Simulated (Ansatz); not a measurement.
Cu4Se2, relaxed as a singlet with RKS B3LYP-D4/def2-SVP in Ansatz, starting from the GFN1-xTB geometry. Force threshold 0.02 eV/Å.

The relaxation made no stability test and no search for a lower SCF solution. No other spin state of charge 0 was run. Another isomer (singlet) lies 0.15 eV lower at PBE-D4/def2-TZVP; other spin states weren't run for this one.

Start:

Cartesian coordinates in Å:
```
Cu -0.181 -1.745 -1.319
Cu -1.186 -0.006 0.144
Cu 0.180 1.683 1.347
Cu 1.179 0.020 -0.208
Se -0.138 1.988 -0.809
Se 0.147 -1.939 0.845
```

```csv
step,energy (eV),largest force component (eV/Å),SCF passes
1,-309233.6558,0.871,23
2,-309233.7215,0.368,26
3,-309233.7398,0.042,26
4,-309233.7400,0.004,27
```

Force components are those of the run's own axes.

End:

```xyz
6

Cu   -0.188   -1.749   -1.379
Cu   -1.196   -0.005    0.151
Cu    0.190    1.687    1.403
Cu    1.189    0.020   -0.204
Se   -0.145    1.960   -0.849
Se    0.151   -1.913    0.877
```

By distances, no bond broke or formed. The bond that changes most is Cu3–Se5, from 2.20 to 2.29 Å (atoms count from 1).

No frequencies were taken in this run, so the end may be a saddle point.

Hardware: 4 threads of AMD EPYC 9R45 on a shared host. Wall time 13 s, peak host memory 0.86 GiB.
